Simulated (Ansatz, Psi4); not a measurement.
Here is a job for Ansatz (a first-principles code).
Ansatz 0.2 input:
```yaml
crystal:
  periodic: [false, false, false]
  atoms:
    - {symbol: C, position_ang: [1.05833802, 0.47727651, 0.97110393]}
    - {symbol: C, position_ang: [0.96501957, -0.69868733, 0.01191923]}
    - {symbol: Si, position_ang: [-0.84211903, -0.37976868, -0.77270691]}
    - {symbol: C, position_ang: [-0.31879072, 0.99011582, 0.58104385]}
    - {symbol: H, position_ang: [1.86318259, 1.16764572, 0.73806192]}
    - {symbol: H, position_ang: [1.13584709, 0.18482051, 2.01377110]}
    - {symbol: H, position_ang: [1.68976193, -0.65965217, -0.79669617]}
    - {symbol: H, position_ang: [0.94572194, -1.66504962, 0.50831183]}
    - {symbol: H, position_ang: [-1.87958013, -1.31092150, -0.34989867]}
    - {symbol: H, position_ang: [-0.85038746, 0.07979365, -2.15504985]}
    - {symbol: H, position_ang: [-0.29912040, 1.95664619, 0.08499323]}
    - {symbol: H, position_ang: [-1.04316039, 0.95124873, 1.39000123]}
basis:
  gaussian:
    orbitals: cc-pVDZ
hamiltonian:
  xc: r2scan
total_charge: 1
magnetization: {spin_polarized: true, initial_magnetization: 1}
accuracy: high
```

Write the same job for Psi4.

One answer among several that fit: 
```
memory 2 GB

molecule {
1 2
C     1.05833802    0.47727651    0.97110393
C     0.96501957   -0.69868733    0.01191923
Si   -0.84211903   -0.37976868   -0.77270691
C    -0.31879072    0.99011582    0.58104385
H     1.86318259    1.16764572    0.73806192
H     1.13584709    0.18482051    2.01377110
H     1.68976193   -0.65965217   -0.79669617
H     0.94572194   -1.66504962    0.50831183
H    -1.87958013   -1.31092150   -0.34989867
H    -0.85038746    0.07979365   -2.15504985
H    -0.29912040    1.95664619    0.08499323
H    -1.04316039    0.95124873    1.39000123
}

set {
  basis cc-pvdz
  reference uks
  scf_type pk
  puream true
  d_convergence 1e-8
  dft_radial_points 99
  dft_spherical_points 590
}

energy('r2scan')
print_variables()
```

Both were run: Ansatz gave -408.160887 Eh and Psi4 -408.160872 Eh, 0.015 mEh apart.
